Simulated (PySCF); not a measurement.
N-ethenylpropan-2-imine (C₅H₉N), SMILES C=CN=C(C)C. Atoms are numbered in the order given.

```xyz
15

C      2.1364    -0.5997     0.7748
C      1.5539    -0.3436    -0.4083
N      0.4509     0.4696    -0.6304
C     -0.7224     0.2607    -0.1719
C     -1.1573    -0.9488     0.6240
C     -1.7932     1.2844    -0.4469
H      1.7243    -0.2117     1.7102
H      3.0701    -1.1635     0.8229
H      2.0266    -0.7005    -1.3334
H     -1.3746    -0.6581     1.6660
H     -2.0944    -1.3544     0.2091
H     -0.3893    -1.7324     0.6409
H     -2.2332     1.6474     0.4978
H     -2.6175     0.8364    -1.0281
H     -1.3729     2.1315    -1.0037
```

The structure is a stationary point at B3LYP-D3(BJ)/def2-SVP. The values are those of a single conformer.

Level of theory: B3LYP-D3(BJ)/def2-SVP (PySCF).

Frequencies are harmonic and unscaled.

Computed normal modes with their intensities:
```json
[
 {"mode": "1", "ν (cm⁻¹)": "100", "IR (km/mol)": "2.8", "moving atoms (share of kinetic energy)": "H 57 %, C 40 %"},
 {"mode": "2", "ν (cm⁻¹)": "138", "IR (km/mol)": "2.6", "moving atoms (share of kinetic energy)": "H 77 %, C 18 %"},
 {"mode": "3", "ν (cm⁻¹)": "155", "IR (km/mol)": "0.2", "moving atoms (share of kinetic energy)": "H 63 %, C 32 %"},
 {"mode": "4", "ν (cm⁻¹)": "205", "IR (km/mol)": "0.3", "moving atoms (share of kinetic energy)": "H 61 %, C 26 %, N 13 %"},
 {"mode": "5", "ν (cm⁻¹)": "257", "IR (km/mol)": "2.5", "moving atoms (share of kinetic energy)": "H 45 %, C 42 %, N 13 %"},
 {"mode": "6", "ν (cm⁻¹)": "383", "IR (km/mol)": "1.7", "moving atoms (share of kinetic energy)": "C 53 %, H 40 %"},
 {"mode": "7", "ν (cm⁻¹)": "434", "IR (km/mol)": "3.2", "moving atoms (share of kinetic energy)": "C 59 %, H 38 %"},
 {"mode": "8", "ν (cm⁻¹)": "499", "IR (km/mol)": "4.2", "moving atoms (share of kinetic energy)": "C 46 %, H 36 %, N 17 %"},
 {"mode": "9", "ν (cm⁻¹)": "611", "IR (km/mol)": "9.6", "moving atoms (share of kinetic energy)": "H 38 %, N 33 %, C 29 %"},
 {"mode": "10", "ν (cm⁻¹)": "714", "IR (km/mol)": "3.3", "moving atoms (share of kinetic energy)": "C 52 %, H 46 %"},
 {"mode": "11", "ν (cm⁻¹)": "820", "IR (km/mol)": "9.6", "moving atoms (share of kinetic energy)": "C 44 %, N 29 %, H 27 %"},
 {"mode": "12", "ν (cm⁻¹)": "870", "IR (km/mol)": "48.9", "moving atoms (share of kinetic energy)": "H 70 %, C 29 %"},
 {"mode": "13", "ν (cm⁻¹)": "921", "IR (km/mol)": "2.7", "moving atoms (share of kinetic energy)": "H 69 %, C 29 %"},
 {"mode": "14", "ν (cm⁻¹)": "932", "IR (km/mol)": "5.6", "moving atoms (share of kinetic energy)": "H 75 %, C 22 %"},
 {"mode": "15", "ν (cm⁻¹)": "964", "IR (km/mol)": "8.9", "moving atoms (share of kinetic energy)": "H 50 %, C 32 %, N 18 %"},
 {"mode": "16", "ν (cm⁻¹)": "1000", "IR (km/mol)": "28.8", "moving atoms (share of kinetic energy)": "H 83 %, C 15 %"},
 {"mode": "17", "ν (cm⁻¹)": "1062", "IR (km/mol)": "10.9", "moving atoms (share of kinetic energy)": "H 65 %, C 30 %"},
 {"mode": "18", "ν (cm⁻¹)": "1094", "IR (km/mol)": "1.5", "moving atoms (share of kinetic energy)": "H 52 %, C 47 %"},
 {"mode": "19", "ν (cm⁻¹)": "1200", "IR (km/mol)": "19.1", "moving atoms (share of kinetic energy)": "C 46 %, H 34 %, N 20 %"},
 {"mode": "20", "ν (cm⁻¹)": "1257", "IR (km/mol)": "29.4", "moving atoms (share of kinetic energy)": "C 64 %, H 34 %"},
 {"mode": "21", "ν (cm⁻¹)": "1311", "IR (km/mol)": "3.0", "moving atoms (share of kinetic energy)": "H 81 %, C 18 %"},
 {"mode": "22", "ν (cm⁻¹)": "1382", "IR (km/mol)": "15.0", "moving atoms (share of kinetic energy)": "H 78 %, C 22 %"},
 {"mode": "23", "ν (cm⁻¹)": "1388", "IR (km/mol)": "33.4", "moving atoms (share of kinetic energy)": "H 62 %, C 38 %"},
 {"mode": "24", "ν (cm⁻¹)": "1419", "IR (km/mol)": "2.9", "moving atoms (share of kinetic energy)": "H 81 %, C 17 %"},
 {"mode": "25", "ν (cm⁻¹)": "1438", "IR (km/mol)": "4.9", "moving atoms (share of kinetic energy)": "H 96 %"},
 {"mode": "26", "ν (cm⁻¹)": "1445", "IR (km/mol)": "0.4", "moving atoms (share of kinetic energy)": "H 96 %"},
 {"mode": "27", "ν (cm⁻¹)": "1452", "IR (km/mol)": "15.8", "moving atoms (share of kinetic energy)": "H 93 %"},
 {"mode": "28", "ν (cm⁻¹)": "1464", "IR (km/mol)": "15.7", "moving atoms (share of kinetic energy)": "H 96 %"},
 {"mode": "29", "ν (cm⁻¹)": "1676", "IR (km/mol)": "55.9", "moving atoms (share of kinetic energy)": "C 85 %, H 15 %"},
 {"mode": "30", "ν (cm⁻¹)": "1768", "IR (km/mol)": "163.6", "moving atoms (share of kinetic energy)": "C 55 %, N 42 %"},
 {"mode": "31", "ν (cm⁻¹)": "3022", "IR (km/mol)": "8.8", "moving atoms (share of kinetic energy)": "H 97 %"},
 {"mode": "32", "ν (cm⁻¹)": "3031", "IR (km/mol)": "18.9", "moving atoms (share of kinetic energy)": "H 97 %"},
 {"mode": "33", "ν (cm⁻¹)": "3088", "IR (km/mol)": "6.1", "moving atoms (share of kinetic energy)": "H 91 %, C 9 %"},
 {"mode": "34", "ν (cm⁻¹)": "3096", "IR (km/mol)": "17.3", "moving atoms (share of kinetic energy)": "H 91 %, C 9 %"},
 {"mode": "35", "ν (cm⁻¹)": "3128", "IR (km/mol)": "17.4", "moving atoms (share of kinetic energy)": "H 92 %"},
 {"mode": "36", "ν (cm⁻¹)": "3147", "IR (km/mol)": "1.4", "moving atoms (share of kinetic energy)": "H 94 %"},
 {"mode": "37", "ν (cm⁻¹)": "3155", "IR (km/mol)": "2.7", "moving atoms (share of kinetic energy)": "H 91 %, C 9 %"},
 {"mode": "38", "ν (cm⁻¹)": "3157", "IR (km/mol)": "7.0", "moving atoms (share of kinetic energy)": "H 91 %, C 9 %"},
 {"mode": "39", "ν (cm⁻¹)": "3247", "IR (km/mol)": "8.9", "moving atoms (share of kinetic energy)": "H 89 %, C 11 %"}
]
```
